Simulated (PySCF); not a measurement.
## Ar²⁺ (argon, charge +2): BP86 calculation

Configuration: [Ne] 3s2 3p3 4s1, high-spin 5S determinant (an excited configuration). Calculation: PySCF 2.14, in aug-cc-pCVTZ-DK with one added diffuse shell each of s, p, d, f type (9s8p6d4f, 91 functions); scalar relativity by spin-free X2C-1e.

| Property | Result |
| --- | --- |
| Total energy | -527.0280 hartree |
| One-electron energy | -707.0829 hartree |
| Hartree (Coulomb) energy | 210.1005 hartree |
| Exchange-correlation energy | -30.0456 hartree |
| ⟨S²⟩ | 6.0001 |
| ⟨L²⟩ | 0.000 |
| Sum of ⟨r⟩ | 13.39 bohr |
| Sum of ⟨r²⟩ | 24.69 bohr² |
| Langevin diamagnetic susceptibility | -19.6 ×10⁻⁶ cm³/mol |

```
shell  electrons  mean orbital energy (eV)  rms radius, mean of both spins (bohr)
 1s α          1                   -3160.6                                 0.0992
 1s β          1                   -3159.8                                 0.0992
 2s α          1                   -335.98                                  0.450
 2s β          1                   -335.23                                  0.450
 2p α          3                   -269.17                                  0.419
 2p β          3                   -268.15                                  0.419
 3s α          1                   -58.634                                   1.39
 3s β          1                   -54.087                                   1.39
 3p α          3                   -43.011                                   1.52
 4s α          1                   -16.512                                   3.53
```

The outer electron is Rydberg-like, and this basis confines it to a smaller radius and binds it less than a complete one would.

Densities and radii are taken from the X2C orbitals without a picture-change correction, which distorts them close to the nucleus.
